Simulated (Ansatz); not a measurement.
```yaml
crystal:
  periodic: [false, false, false]
  atoms:
    - {symbol: C, position_ang: [0.478258, -2.401835, 1.212178]}
    - {symbol: C, position_ang: [0.266804, -1.500278, 0.434712]}
    - {symbol: Ti, position_ang: [0.179887, -0.145366, -0.984958]}
    - {symbol: Cl, position_ang: [-1.337022, -0.736826, -2.213888]}
    - {symbol: Cl, position_ang: [2.165838, 0.154322, -1.983602]}
    - {symbol: C, position_ang: [-0.402011, 1.559327, 0.007544]}
    - {symbol: C, position_ang: [-0.754566, 2.729154, 0.530118]}
    - {symbol: H, position_ang: [0.736599, -3.252318, 1.877980]}
    - {symbol: H, position_ang: [-1.057927, 3.464097, 1.073460]}
basis:
  gaussian: {orbitals: aug-pcseg-2, final_grid: {core_spheres: 20, valence_spheres: 16, degree: 47}}
hamiltonian: {xc: {name: rPW86-PBE}}
scf: {lower_state_search: off}
```

```sh
$ ansatz run in.yaml --threads 4 --pin off --events-out ev --progress --plain --max-ram 11315MiB
```

Shortened log:

```
Functional definition: rPW86-PBE
2053 factors; their error is unknown
mean field evaluation 1: about -52364.9132 eV, gradient 9.7e1 eV
mean field evaluation 2: about -52084.9062 eV, gradient 2.6e2 eV
mean field evaluation 4: about -52377.4204 eV, gradient 6.9e1 eV
mean field evaluation 8: about -52389.4087 eV, gradient 3.8e0 eV
mean field evaluation 16: about -52389.3757 eV, gradient 8.6e-2 eV
mean field -52389.37568421 eV, -1925.2740456003 hartree, gradient 1.9e-6 eV, S^2 0.000000; 0 other end points of the search recorded, 0 dependent functions left out
reference -52389.37587189 eV, -1925.2740524977 hartree; 41, 41 occupied and 370, 370 virtual orbitals, 2053 factors
Total energy: -52389.37587189 eV, -1925.2740524977 hartree
Checks for a lower state left out: stability, starts, cluster_reference, orbital_swaps, neighbouring_geometries, increment
```

Run time 9 s (4 threads of an Arm Neoverse V2 on a shared host); peak host memory 1 GiB.
